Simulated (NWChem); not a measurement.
## CH3ClMgS

SMILES: C[S][Mg][Cl]
```xyz
7

Mg     0.3202     0.1267     0.4200
Cl     0.7060     1.4610     2.1301
S     -0.0409    -1.2932    -1.3506
C     -1.5813    -0.6656    -2.1212
H     -2.4469    -0.7549    -1.4502
H     -1.7700    -1.2933    -3.0030
H     -1.4859     0.3748    -2.4619
```
Charge 0, spin multiplicity 1.

Program: NWChem. All single points use one geometry, from PBE0/def2-SVP, a minimum by its harmonic frequencies. It is one conformer; others weren't searched.

Symmetry labels belong to the abelian group C1 used in the runs, with the axes of the coordinates shown.

B3LYP has NWChem's definition, with VWN1-RPA local correlation. The structure started from a generated list of species.

Problem. List the lowest 4 singlet excitations that TD-B3LYP/def2-SVP, VWN1-RPA local correlation gives, with oscillator strengths.

Solution. 
```csv
state,symmetry,energy (eV),wavelength (nm),f
1,a,3.74,331,0.022
2,a,4.54,273,0.001
3,a,4.92,252,0.052
4,a,5.53,224,0.033
```
